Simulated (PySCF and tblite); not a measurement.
The numbers below are computed, except where a source is named.
Stationary points of CH4BF2N at B3LYP-D3(BJ)/def2-SVP, in Å:

Structure A

```
 1 C     1.070   -0.357   -0.084
 2 N     0.031    0.600    0.300
 3 B    -1.342    0.181    0.175
 4 F    -1.914   -0.101   -0.995
 5 F    -2.132    0.040    1.230
 6 H     2.065    0.043    0.170
 7 H     1.076   -0.626   -1.159
 8 H     0.950   -1.289    0.491
 9 H     0.196    1.509   -0.128
```

Structure B

```
 1 C     1.107   -0.349   -0.207
 2 N    -0.059    0.440   -0.553
 3 B    -1.367    0.208   -0.121
 4 F    -2.368    1.003   -0.504
 5 F    -1.664   -0.811    0.687
 6 H     1.881    0.259    0.293
 7 H     1.567   -0.820   -1.094
 8 H     0.810   -1.150    0.483
 9 H     0.107    1.226   -1.172
```

Geometries: B3LYP-D3(BJ)/def2-SVP; energies: PBE0/pcSseg-1 + D3(BJ); zero-point and thermal terms from GFN2-xTB harmonic modes (soft modes blended into free rotors).

Problem. Which structure is a saddle point, and along which motion?

Solution. A: one imaginary mode (257i cm⁻¹ at GFN2-xTB, mostly on H9, C1, N2), along the rotation about the B3–N2 bond (torsion F4–B3–N2–C1 from 180° to 360°, rising).

Problem. Give their symmetry and energies above the lowest.

Solution. A C1, 21.1 kcal/mol; B Cs, 0.0 kcal/mol.
